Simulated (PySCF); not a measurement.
**Static response to an electric field**

Species: C6H4F3N.
Cartesian coordinates in Å at the GFN2-xTB level; atoms count from 1:
```
atom  x, y, z in Å
N1     0.8278    0.6589   -4.0203
C2     0.5467    0.8127   -2.9197
C3     0.2263    1.0063   -1.5757
C4    -0.1534    2.2354   -0.7874
C5    -1.0410    1.0369   -0.7690
C6    -0.0023    0.0058   -0.4692
C7     0.8211    0.0535    0.8045
F8     1.0730   -1.1856    1.2470
F9     2.0106    0.6534    0.6502
F10    0.2016    0.6956    1.8083
H11    0.4280    2.4997    0.0853
H12   -0.4946    3.0931   -1.3531
H13   -2.0718    0.9119   -1.0237
H14   -0.2079   -1.0220   -0.7562
```

Level: CAM-B3LYP/def2-SVPD (PySCF), static field, nuclei fixed, core orbitals frozen in the response. The polarisability tensor in these axes (au):

```
x   61.31 -2.77 -6.12
y   -2.77 65.12 -0.39
z   -6.12 -0.39 86.76
```

Problem. What are the eigenvalues, a third of the trace, and Δα (Δα² = ½Σ(αi − αj)² over the three pairs)?

Solution. Principal values 58.70, 66.33 and 88.16 au; mean 71.07 au = 10.53 Å³ = 11.72 × 10⁻⁴⁰ C²·m²/J; Δα = 26.48 au (37 % of the mean).

Problem. What is the dipole moment, and where does it point?

Solution. (-2.89, 0.92, 1.59) D, 3.42 D in size, pointing from the negative to the positive side. Measured along this direction, the outermost atoms are N1 at the negative end and H13 at the positive end.

Problem. Estimate the molar refractivity from the static electronic polarisability.

Solution. Lorentz–Lorenz: R = (4π/3)N_A α = 2.5225 cm³/(mol·Å³) × 10.53 Å³ = 26.6 cm³/mol, in the limit of long wavelengths.

Problem. Sum over states: ᾱ = Σ f/ω², ω in Eh. What share falls to these 8 lowest TDDFT singlets (eV, f)? 6.65, 0.0081; 7.01, 0.1107; 7.44, 0.0122; 7.74, 0.0026; 8.25, 0.0083; 8.52, 0.2055; 8.59, 0.0183; 8.89, 0.0305.

Solution. They add up to 4.66 au, 6.6 % of the 71.07 au; the largest single term is 2.10 au, from the state at 8.52 eV. Terms in order: 0.14, 1.67, 0.16, 0.03, 0.09, 2.10, 0.18, 0.29 au. Higher excitations give the rest. The strengths listed sum to 0.396.

Problem. Give the principal axes and the span of the nuclei along them.

Solution. Largest value along (-0.22, 0.01, 0.97), where the nuclei span 5.82 Å; middle along (-0.39, 0.92, -0.10), 4.79 Å; least along (0.89, 0.40, 0.20), 3.89 Å. The response follows the extents in order.

Problem. Rayleigh depolarisation ratio (linearly polarised light, static tensor)?

Solution. ρ = 3Δα²/(45ᾱ² + 4Δα²) = 2103.3/(227266 + 2804.4) = 0.00914.

Geometry: GFN2-xTB; no solvent, vibrations or thermal averaging.
